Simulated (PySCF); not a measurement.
A calculated (BP86, PySCF 2.14, jorge-DZP-DKH, the spin-free X2C one-electron Hamiltonian (Gaussian nucleus)) atom or ion has these occupied shells.

| shell | electrons | orbital energy (eV) | rms radius, mean of both spins (bohr) |
| --- | --- | --- | --- |
| 1s | 2 | -1261.3 | 0.151 |
| 2s | 2 | -80.013 | 0.763 |
| 2p | 6 | -46.837 | 0.781 |
| 3s | 2 | -4.803 | 3.39 |

Problem. Name the element and its charge.

Solution. Mg (magnesium, neutral), in [Ne] 3s2, closed-shell 1S.
